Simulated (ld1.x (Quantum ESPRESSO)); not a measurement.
## Varying the PAW potential for N

Base potential:

nitrogen, PAW, made with ld1.x (Quantum ESPRESSO) 7.5 (PBE, non-relativistic). Core [He], reference 2s2 2p3. Waves: 2s (bound): rcut 0.75, rcutus 0.95 bohr; 2s channel at -0.2 Ry: rcut 0.75, rcutus 0.95 bohr; 2p (bound): rcut 2.15, rcutus 2.60 bohr; 2p channel at 0.6 Ry: rcut 2.15, rcutus 2.60 bohr. Local part: all-electron potential smoothed inside 2.45 bohr (lloc = -1). Core correction: Bessel-smoothed model core inside 0.95 bohr. Augmentation charge: PSQ, inside the norm-conserving radii.

Cutoffs, loose and tight: the cutoffs (Ry, on a coarse ladder) from which the occupation-weighted sum of valence levels, in a spherical-Bessel basis at the reference potential, stays within 10 and 1 mRy of its value at 400 Ry. They do not see the model core or the augmentation charge, which bear on the density cutoff. Test errors are all-electron minus pseudo excitation energies from the reference, over the configurations 2s2 2p2; 2s2 2p1; 2s2 2p0; 2s0 2p5; 2s2 2p3.3; 2s1 2p3; 2s1 2p4. A dash means not determined; rows that change the core or the reference have their own tests. The largest error is taken over the tests solved by every variant that gives reliable tests at all: 2s0 2p5; 2s1 2p3; 2s1 2p4; 2s2 2p0; 2s2 2p1; 2s2 2p3.3.

| change | outcome | cutoff, loose | cutoff, tight | bound ghosts | largest test error (meV) |
| --- | --- | --- | --- | --- | --- |
| base | generated | 25 Ry | 40 Ry | none | +50 |
| core correction a·sin(br)/r model core, default radius (ld1.x builds one for every PAW set, though the input has nlcc=.false.) | generated | 25 Ry | 40 Ry | none | -35 |
| core correction Bessel-smoothed model core inside 0.40 bohr | generated | 25 Ry | 40 Ry | none | +211 |
| core correction Bessel-smoothed model core inside 0.50 bohr | generated | 25 Ry | 40 Ry | none | +192 |
| core correction Bessel-smoothed model core inside 0.68 bohr | generated | 25 Ry | 40 Ry | none | +134 |
| core correction Bessel-smoothed model core inside 0.80 bohr | generated | 25 Ry | 40 Ry | none | +101 |
| core correction Bessel-smoothed model core inside 1.16 bohr | generated | 25 Ry | 40 Ry | none | -32 |

Q: What comes out with this change to the base: core correction Bessel-smoothed model core inside 0.90 bohr?

A: outcome: generated; cutoff, loose: 25 Ry; cutoff, tight: 40 Ry; bound ghosts: none; largest test error (meV): +64.

Q: What comes out with this change to the base: core correction Bessel-smoothed model core inside 1.00 bohr?

A: outcome: generated; cutoff, loose: 25 Ry; cutoff, tight: 40 Ry; bound ghosts: none; largest test error (meV): +36.
